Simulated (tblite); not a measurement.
Compound: C4H8O3S (charge +1 and doublet state).
Bonds: C1–C2, C2–C3, C3–S4, S4–O5 (double), S4–O6 (double), S4–O7, O7–C8. Hydrogens: H9, H10 on C1; H11 on C2; H12, H13 on C3; H14, H15, H16 on C8.
Bond orders are those of one Lewis drawing.

Computed with GFN2-xTB (tblite), gas phase: L-BFGS steps from a force-field or distance-geometry start until the largest atomic force falls under 0.01 eV/Å.

Step 65: E = -749.5827 eV
```
atom  x, y, z in Å  |  force x, y, z in eV/Å
C1     -2.8511    0.5730    0.2690   -0.007   0.039  -0.031
C2     -1.9436   -0.4252    0.1354   -0.018  -0.009  -0.010
C3     -0.6421   -0.2287   -0.4383   -0.007   0.011  -0.012
S4      0.4513    0.0640    1.1596    0.045   0.043  -0.004
O5      0.7350   -1.2467    1.6086   -0.037  -0.020   0.042
O6     -0.2606    1.0110    1.9208    0.001  -0.013  -0.063
O7      1.6793    0.7384    0.4720   -0.006  -0.024  -0.008
C8      2.8196   -0.0212    0.1060    0.012  -0.011   0.022
H9     -2.6383    1.5857   -0.0413    0.016  -0.003   0.060
H10    -3.8363    0.3791    0.6626   -0.048   0.006  -0.021
H11    -2.1868   -1.4154    0.4967    0.013  -0.077   0.018
H12    -0.1842   -1.1093   -0.8796    0.029   0.047   0.034
H13    -0.5082    0.6849   -1.0108   -0.013   0.000   0.014
H14     2.7921   -1.0017    0.5826   -0.019  -0.017  -0.007
H15     2.8712   -0.1065   -0.9799   -0.009  -0.003  -0.042
H16     3.6950    0.5279    0.4603    0.048   0.032   0.009
```

Step 66: E = -749.5840 eV
```
atom  x, y, z in Å  |  force x, y, z in eV/Å
C1     -2.8531    0.5725    0.2700   -0.022   0.035  -0.019
C2     -1.9469   -0.4267    0.1340   -0.007   0.003  -0.013
C3     -0.6444   -0.2275   -0.4360   -0.005   0.004  -0.022
S4      0.4531    0.0652    1.1577    0.031   0.049  -0.019
O5      0.7311   -1.2452    1.6101   -0.028  -0.030   0.053
O6     -0.2545    1.0193    1.9133   -0.020  -0.009  -0.033
O7      1.6814    0.7342    0.4687    0.025   0.001  -0.030
C8      2.8249   -0.0232    0.1053   -0.017   0.018   0.024
H9     -2.6414    1.5887   -0.0322    0.021  -0.035   0.065
H10    -3.8381    0.3730    0.6607   -0.062   0.021  -0.021
H11    -2.1930   -1.4197    0.4872    0.017  -0.052   0.018
H12    -0.1869   -1.1090   -0.8754    0.039   0.051   0.014
H13    -0.5114    0.6876   -1.0072   -0.008  -0.017   0.016
H14     2.7959   -1.0000    0.5872   -0.007  -0.056  -0.023
H15     2.8775   -0.1079   -0.9814   -0.004  -0.018  -0.011
H16     3.6983    0.5278    0.4617    0.046   0.036   0.002
```

Step 67: E = -749.5850 eV
```
atom  x, y, z in Å  |  force x, y, z in eV/Å
C1     -2.8546    0.5720    0.2689   -0.027   0.012   0.003
C2     -1.9496   -0.4286    0.1329    0.001   0.010  -0.008
C3     -0.6458   -0.2272   -0.4338   -0.007   0.001  -0.017
S4      0.4552    0.0663    1.1572    0.014   0.027  -0.029
O5      0.7288   -1.2443    1.6122   -0.018  -0.012   0.051
O6     -0.2512    1.0243    1.9086   -0.031   0.002  -0.009
O7      1.6828    0.7324    0.4667    0.050   0.014  -0.038
C8      2.8281   -0.0240    0.1042   -0.029   0.008   0.028
H9     -2.6410    1.5907   -0.0239    0.024  -0.047   0.058
H10    -3.8408    0.3698    0.6554   -0.065   0.030  -0.024
H11    -2.1971   -1.4232    0.4828    0.020  -0.026   0.007
H12    -0.1861   -1.1080   -0.8716    0.040   0.047  -0.001
H13    -0.5148    0.6892   -1.0033   -0.001  -0.022   0.010
H14     2.7961   -0.9999    0.5898    0.009  -0.040  -0.056
H15     2.8800   -0.1075   -0.9837    0.000  -0.031   0.032
H16     3.7023    0.5271    0.4612    0.019   0.025  -0.007
```

Problem. Estimate the geometry and energy of step 68. (The exact step hangs on the optimiser's Hessian estimate; all steps are aligned on step 67, rigid shifts and turns removed.)

Solution. E = -749.5861 eV, largest force 0.080 eV/Å
```
atom  x, y, z in Å  |  force x, y, z in eV/Å
C1     -2.8561    0.5709    0.2654   -0.034  -0.019   0.038
C2     -1.9522   -0.4311    0.1320    0.003  -0.001   0.007
C3     -0.6467   -0.2271   -0.4297   -0.009   0.000  -0.002
S4      0.4576    0.0682    1.1579   -0.008   0.012  -0.023
O5      0.7274   -1.2427    1.6154   -0.005   0.007   0.046
O6     -0.2476    1.0288    1.9066   -0.038   0.010   0.006
O7      1.6843    0.7322    0.4649    0.062   0.020  -0.030
C8      2.8296   -0.0244    0.1031   -0.017   0.024  -0.017
H9     -2.6371    1.5917   -0.0140    0.026  -0.041   0.040
H10    -3.8452    0.3684    0.6445   -0.068   0.032  -0.028
H11    -2.2003   -1.4279    0.4791    0.019   0.016  -0.009
H12    -0.1837   -1.1066   -0.8644    0.048   0.028  -0.026
H13    -0.5180    0.6899   -0.9975    0.009  -0.011  -0.009
H14     2.7937   -1.0004    0.5875    0.024  -0.048  -0.055
H15     2.8803   -0.1059   -0.9864    0.005  -0.037   0.071
H16     3.7065    0.5252    0.4593   -0.018   0.007  -0.009
```

The energy changes by -0.0011 eV. The first-order estimate −F·Δx gives -0.0015 eV and the mean of the old and new forces, exact on a quadratic surface, -0.0011 eV. The step makes an angle of 71° with the force vector and moves no atom by more than 0.012 Å.

What follows is the cost of the whole relaxation. Hardware: Arm Neoverse V2, one thread (shared host). Cost: 0.75 s of wall time.
